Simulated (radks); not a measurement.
Q: Radial electron density D(r) = 4 pi r^2 rho(r) of an atom or ion with 62.5 electrons. All-electron calculation, scalar-relativistic Kohn-Sham, r2SCAN, spin-polarised, spherical densities, finite nucleus; meta-GGA in the generalised Kohn-Sham scheme; Fermi nuclear charge, rms radius of each element as measured or else 0.836 A^(1/3) + 0.57 fm. Program: a radial shooting solver on a logarithmic mesh with Libxc functionals.

```
   r/bohr * D(r) (the largest magnitude, 113, reaches the edge; | marks zero)
 0.000786 |*
0.0009151 | *
 0.001065 | *
  0.00124 |  *
 0.001444 |   *
 0.001681 |    *
 0.001957 |     *
  0.00226 |      *
 0.002631 |        *
 0.003063 |          *
 0.003565 |             *
 0.004151 |                *
 0.004832 |                   *
 0.005625 |                       *
 0.006549 |                          *
 0.007624 |                              *
 0.008875 |                                  *
  0.01033 |                                     *
  0.01203 |                                       *
  0.01389 |                                        *
  0.01617 |                                         *
  0.01883 |                                        *
  0.02192 |                                      *
  0.02551 |                                    *
   0.0297 |                                    *
  0.03458 |                                     *
  0.04026 |                                         *
  0.04686 |                                              *
  0.05456 |                                                   *
  0.06351 |                                                      *
  0.07394 |                                                      *
  0.08608 |                                                  *
  0.09941 |                                             *
   0.1157 |                                         *
   0.1347 |                                         *
   0.1568 |                                             *
   0.1826 |                                                *
   0.2126 |                                              *
   0.2475 |                                      *
   0.2881 |                            *
   0.3354 |                    *
   0.3904 |                   *
   0.4545 |                      *
   0.5291 |                       *
    0.616 |                     *
   0.7114 |                *
   0.8282 |          *
   0.9641 |       *
    1.122 |     *
    1.307 |    *
    1.521 |   *
    1.771 |  *
    2.062 | *
      2.4 |*
    2.794 |*
    3.253 *
    3.787 *
    4.373 *
    5.091 *
    5.927 *
      6.9 *
    8.032 *
    9.351 *
```

What is the nuclear charge?

A: Z = 64. The innermost maximum, from 1s, lies near gamma/Z bohr with gamma = sqrt(1 - (Z/c)^2) = 0.884, here 0.0138 bohr (found: 0.0152), and its height grows with Z. The density is that of the gadolinium ion Gd1.5+ in [Xe] 4f7 5d(up 0.5, down 0) 6s1; the configuration itself is not fixed sharply by these data, and Z only to a few units. D(r) has 4 maxima, at r = 0.0152, 0.0677, 0.189, 0.517 bohr, and minima at 0.0290, 0.123, 0.369 bohr, inside which lie 1.94, 11.11, 29.24 electrons.
